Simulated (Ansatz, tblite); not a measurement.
Cost and result up the ladder for Ge₂F₅⁻ (7 atoms). Total charge -1; singlet. Geometry: PBE0-D4/def2-SVPD.

Cartesian coordinates in Å:
```
Ge -0.536 -0.766 -1.871
Ge 0.576 0.592 1.410
F -0.654 -0.047 -0.048
F 0.547 0.579 -2.406
F -0.497 2.016 1.719
F -0.243 -0.486 2.609
F 0.807 -1.888 -1.414
```

Ansatz on 4 threads of Arm Neoverse V1 on a shared host; xTB runs through tblite on one thread. Times are rough, summed over both states, and most runs start from the orbitals of an earlier one. PBE0-D4/def2-TZVPD serves as the yardstick here, not as an exact answer. The other state is a triplet.

The xTB rows come from tblite. The structure comes from a short search, and lower isomers may exist.

xTB has no spin-polarisation term.

```csv
level,functions,wall time
GFN1-xTB,38,0.013 s
GFN2-xTB,38,0.013 s
PBE-D4/def2-TZVPD,308,28 s
r2SCAN-D4/def2-TZVPD (with forces),308,38 s
PBE0-D4/def2-TZVPD,308,40 s
```

(1) Estimate what each level gives for the vertical triplet (eV).

## Answers

(1) 
```tsv
level	vertical triplet (eV)	difference from PBE0-D4/def2-TZVPD (eV)	remarks
GFN1-xTB	4.63	0.05	–
GFN2-xTB	6.65	2.07	–
PBE-D4/def2-TZVPD	4.35	-0.23	HOMO above zero (triplet)
r2SCAN-D4/def2-TZVPD (with forces)	4.46	-0.12	HOMO above zero (triplet)
PBE0-D4/def2-TZVPD	4.58	0.00	HOMO above zero (triplet)
```
